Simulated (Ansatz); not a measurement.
Input for Ansatz (a program for electronic structure): U-HF/def2-TZVPP on BH2O2 (SMILES O[B]O), 2S+1 = 2, atoms moved off the minimum.

Ansatz 0.2 input:
```yaml
crystal:
  periodic: [false, false, false]
  atoms:
    - {symbol: O, position_ang: [1.05103170, 0.10350410, -0.40145036]}
    - {symbol: B, position_ang: [-0.00488711, -0.42430240, -0.09283959]}
    - {symbol: O, position_ang: [-1.15745216, 0.00406943, 0.35465465]}
    - {symbol: H, position_ang: [1.35740962, 0.83793436, -0.04665938]}
    - {symbol: H, position_ang: [-1.12927307, 0.87153063, 0.63105341]}
basis:
  gaussian:
    orbitals: def2-TZVPP
hamiltonian:
  xc: {name: HF}
magnetization: {spin_polarized: true, initial_magnetization: 1}
output: {forces: true}
```

The log:

```
WARN ansatz: RAYON_NUM_THREADS=1 ignored (pool sized by the plan → 1); use --threads N
Functional definition: HF
integrals: 0.02 GiB planned
707 factors; their error is unknown
mean field: 0.25 GiB planned
mean field evaluation 1: about -4776.3370 eV, gradient 3.1e1 eV
mean field evaluation 2: about -4778.9879 eV, gradient 1.7e1 eV
mean field evaluation 4: about -4780.0033 eV, gradient 9.3e-1 eV
mean field evaluation 8: about -4780.0213 eV, gradient 6.5e-2 eV
mean field -4780.08894417 eV, -175.6650286374 hartree, gradient 2.0e-5 eV, S^2 0.752907; 0 other end points of the search recorded, 0 dependent functions left out
the calculation of the forces begins
reference -4780.08894417 eV, -175.6650286374 hartree; 12, 11 occupied and 109, 110 virtual orbitals, 707 factors
Total energy: -4780.08894417 eV, -175.6650286374 hartree
Atom 0 at     1.051032     0.103504    -0.401450 Å, force     4.909423    -0.768570    -3.322664 eV/Å
Atom 1 at    -0.004887    -0.424302    -0.092840 Å, force    -5.256803    -5.661874     0.187715 eV/Å
Atom 2 at    -1.157452     0.004069     0.354655 Å, force    -1.124758    -0.678803     0.493198 eV/Å
Atom 3 at     1.357410     0.837934    -0.046659 Å, force     1.906527     4.815943     1.931257 eV/Å
Atom 4 at    -1.129273     0.871531     0.631053 Å, force    -0.434389     2.293303     0.710495 eV/Å
Dipole moment:     0.222856     0.711488     0.249760 e Å
```

The run converged.

Cost: roughly 1.1 core-seconds.
